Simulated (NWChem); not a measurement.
# Si₂NH₅F₂; SMILES F[SiH](F)N[SiH3]

```xyz
10

Si     0.0682    -2.0906    -0.1940
N     -0.7713    -0.5779     0.1225
Si    -0.0714     0.9523     0.4136
F      1.4943     0.6739     0.6346
F     -0.1894     1.9537    -0.8362
H      0.8401    -2.5572     0.9866
H      1.0073    -1.9730    -1.3383
H     -0.9846    -3.0900    -0.5150
H     -1.7847    -0.6312     0.1016
H     -0.6492     1.6574     1.5718
```
Atoms are numbered in this order, from 1.

All runs use the structure optimised with B3LYP/6-31G* (spherical d).

**Question.** Give the principal values of the shielding tensors (ppm) of Si1, N2, Si3, F4, F5 from PBE0/pcSseg-1, GIAO (NWChem), with their diamagnetic and paramagnetic parts as GIAO splits them.

**Answer.** 
```tsv
atom	σ11	σ22	σ33	isotropic	diamagnetic	paramagnetic
Si1	360.3	392.7	462.2	405.1	879.9	-474.8
N2	218.6	223.8	288.4	243.6	325.6	-81.9
Si3	369.2	384.2	426.4	393.3	879.8	-486.5
F4	279.0	341.9	394.7	338.5	470.0	-131.5
F5	236.0	283.5	379.0	299.5	472.2	-172.7
```
